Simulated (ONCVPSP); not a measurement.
## What one change does to a pseudopotential (selenium (Se), ONCV)

selenium, optimised norm-conserving Vanderbilt (ONCV), made with ONCVPSP 4.0.1 (PBE, scalar-relativistic). Core [Ne], reference 3s2 3p6 3d10 4s1.5 4p4.5. Waves: 3s+4s: rc 0.85 bohr, ncon 4, nbas 8, qcut 12.7 1/bohr, 2 projectors; 3p+4p: rc 1.05 bohr, ncon 4, nbas 8, qcut 12.6 1/bohr, 3 projectors, debl 3.7 Ha; 3d: rc 1.20 bohr, ncon 4, nbas 9, qcut 14.6 1/bohr, 3 projectors, debl 3.5 Ha. Local part: polynomial inside 0.75 bohr (lpopt 5, dvloc0 0 Ha). Core correction: Teter function fitted to the true core (icmod 2), fcfact 0.55.

Change: all radii but the core radius scaled by about 1.08 (s 0.92, p 1.14, d 1.30 bohr); local potential polynomial inside 0.82 bohr (lpopt 5, dvloc0 0 Ha).

Cutoffs: the cutoffs (Ha) at which the residual kinetic energy of the hardest occupied pseudo-wave falls to 1 and 0.1 mHa per electron; they do not see the model core or the augmentation charge, which bear on the density cutoff. Errors are all-electron minus pseudo energies relative to the spin-unpolarised reference configuration.

Question: Predict the effect on cutoff, ghosts and configuration errors.

Answer: The potential gets neither clearly harder nor softer (82 Ha and 91 Ha → 77 Ha and 86 Ha); of the 4 tests that both files solve, the error grows in 0 and shrinks in 2 by more than 15 % and 0.3 meV (median size 2.4 → 1.7 meV); neither file shows a bound ghost.

```tsv
quantity	base	changed
cutoff, loose	82 Ha	77 Ha
cutoff, tight	91 Ha	86 Ha
loose cutoff by channel	s 69 Ha, p 62 Ha, d 82 Ha	s 63 Ha, p 59 Ha, d 77 Ha
bound ghosts	none	none
GHOST(+) flags under 300 eV	none	none
error for 3s2 3p6 3d10 4s2 4p4, meV [ΔE -5.41 eV]	-0.2	-0.1
error for 3s2 3p6 3d10 4s2 4p3, meV [ΔE 5.43 eV]	-1.2	-0.8
error for 3s2 3p6 3d10 4s2 4p2, meV [ΔE 25.78 eV]	-3.5	-2.6
error for 3s2 3p5 3d10 4s2 4p4, meV [ΔE 158.93 eV]	-220	-204
rms error of d²Exc/dni dnj with the model core, mHa	1.22	1.07
```
